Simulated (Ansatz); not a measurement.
CH3InO2, relaxed with RKS PBE0-D4/def2-TZVP in the Gaussian-basis code of Ansatz from a PBE-D4/def2-SVP geometry. The force threshold is 0.005 eV/Å; the program also tests the step.

Total charge 0; spin multiplicity 1. In: def2 effective core potential. The bonds changed during the relaxation, so this is another structure than the one it started from.

Start:

```xyz
7

O    -0.606    0.725    0.513
In   -1.809   -1.567   -0.161
C     0.603    0.012    0.039
O     0.276   -1.184   -0.499
H    -0.838    1.389   -0.164
H     1.243   -0.070    0.955
H     1.130    0.695   -0.682
```

```tsv
step	energy (eV)	largest force (eV/Å)	largest move (Å)
1	-10351.3191	0.654	0.000
2	-10351.3547	0.317	0.038
3	-10351.3607	0.190	0.027
4	-10351.3623	0.112	0.017
5	-10351.3632	0.018	0.017
6	-10351.3633	0.025	0.007
7	-10351.3640	0.072	0.035
8	-10351.3643	0.257	0.044
9	-10351.3652	0.193	0.008
10 (rejected)	-10351.3620	0.470	0.082
11	-10351.3670	0.078	0.040
12	-10351.3682	0.505	0.098
13	-10351.3702	0.132	0.017
14	-10351.3717	0.143	0.045
15	-10351.3743	0.090	0.085
16	-10351.3750	0.147	0.035
17	-10351.3757	0.038	0.038
18 (rejected)	-10351.3755	0.165	0.034
19	-10351.3759	0.011	0.017
20	-10351.3759	0.007	0.013
21	-10351.3759	0.019	0.009
22	-10351.3759	0.011	0.001
23	-10351.3759	0.004	0.002
```

End:

```xyz
7

O    -0.708    0.666    0.278
In   -1.764   -1.680   -0.313
C     0.562    0.009    0.006
O     0.291   -1.277   -0.271
H    -0.618    1.622    0.235
H     1.196    0.123    0.902
H     1.040    0.539   -0.837
```

Hardware: 2 threads of an Arm Neoverse V1 on a shared host. Wall time 110 s, peak host memory 0.35 GiB.
